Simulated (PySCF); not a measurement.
Vertical excitations of a molecule C3H5BFNO from PySCF with TDA-M06-2X/def2-SVPD, as energy in eV (oscillator strength): 2.43 (0.000), 3.37 (0.002), 5.39 (0.001), 5.81 (0.000), 6.12 (0.339), 6.64 (0.000), 7.03 (0.004), 7.55 (0.008), 7.62 (0.000), 8.05 (0.024). Lowest triplet (TDA): 1.88 eV. Coordinates come from a B3LYP-D3(BJ)/def2-SVP optimisation. Other conformers were not sampled.

Question: Identify the compound among the candidates.
A. C/N=C/B(F)C=O
B. CB(CF)OC#N
C. C/N=C1\CB(F)O1
D. OB1NCC=C1F

Answer: A, C/N=C/B(F)C=O
